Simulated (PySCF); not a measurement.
## Nuclear quadrupole coupling in `CB(C)N1CCN[SiH2]1`

Compound: C₄H₁₃BN₂Si.
Geometry (PBE0-D3(BJ)/def2-SVP, Å), atoms numbered from 1 in this order:
```
atom  x, y, z in Å
C1    -2.0856   -0.7467   -1.2271
B2    -1.3072   -0.1452    0.0142
C3    -2.1124    0.4275    1.2540
N4     0.1076   -0.1185    0.0109
C5     0.9336    0.3759    1.1119
C6     2.2804    0.8156    0.5384
N7     2.5989   -0.1463   -0.5017
Si8    1.1543   -0.7021   -1.2845
H9    -2.7476    0.0235   -1.6601
H10   -2.7548   -1.5570   -0.8899
H11   -1.4638   -1.1464   -2.0437
H12   -1.9285    1.5106    1.3699
H13   -3.1995    0.2867    1.1652
H14   -1.7862   -0.0395    2.1990
H15    1.0980   -0.4263    1.8547
H16    0.4390    1.2096    1.6318
H17    2.2019    1.8552    0.1567
H18    3.0455    0.8196    1.3333
H19    3.5014   -0.0439   -0.9465
H20    0.8247   -0.0672   -2.6013
H21    1.1369   -2.1824   -1.4917
```

Field gradients from the PBE0/pcSseg-1 density (PySCF, non-relativistic), principal values in atomic units, ordered |Vxx| ≤ |Vyy| ≤ |Vzz|:

```json
{"atom": "B2", "Vxx": "-0.1824", "Vyy": "-0.2487", "Vzz": "0.4311"}
{"atom": "N4", "Vxx": "-0.0556", "Vyy": "-0.5034", "Vzz": "0.5590"}
{"atom": "N7", "Vxx": "0.3426", "Vyy": "0.7437", "Vzz": "-1.0863"}
```

Problem. Find the asymmetry η = (Vxx − Vyy)/Vzz and the couplings χ = eQV/h (234.96 MHz × Q in barn × V in au), with Q(11B) = 0.04059 b, Q(14N) = 0.02044 b.

Solution. 
```
atom             environment  nucleus     η  χzz (MHz)  χxx (MHz)  χyy (MHz)
  B2  three-coordinate boron      11B  0.15      4.112     -1.739     -2.372
  N4  silicon-bound nitrogen      14N  0.80      2.685     -0.267     -2.418
  N7  silicon-bound nitrogen      14N  0.37      -5.22       1.65       3.57
```

Problem. What is Vzz at B2 in SI units (1 au = 9.71736 × 10²¹ V/m²)?

Solution. 0.4311 au = 4.189 × 10²¹ V/m².

Problem. And the gradient at the other heavy atoms, for which no coupling is worked out here?

Solution. 
```json
{"atom": "C1", "environment": "sp3 carbon bound to boron", "Vzz (au)": "-0.156", "η": "0.08"}
{"atom": "C3", "environment": "sp3 carbon bound to boron", "Vzz (au)": "-0.151", "η": "0.30"}
{"atom": "C5", "environment": "sp3 carbon bound to nitrogen", "Vzz (au)": "0.240", "η": "0.30"}
{"atom": "C6", "environment": "sp3 carbon bound to nitrogen", "Vzz (au)": "0.226", "η": "0.22"}
{"atom": "Si8", "environment": "SiH2 silicon", "Vzz (au)": "0.455", "η": "0.13"}
```

Were the hydrogens deuterons (Q(2H) = 0.00286 b), χzz would run from 90 kHz (H20) to 280 kHz (H19).

One conformer (not necessarily the lowest) at the PBE0-D3(BJ)/def2-SVP geometry, without solvent, vibrations or thermal averaging. With a basis this small, the couplings can be 20 % off.
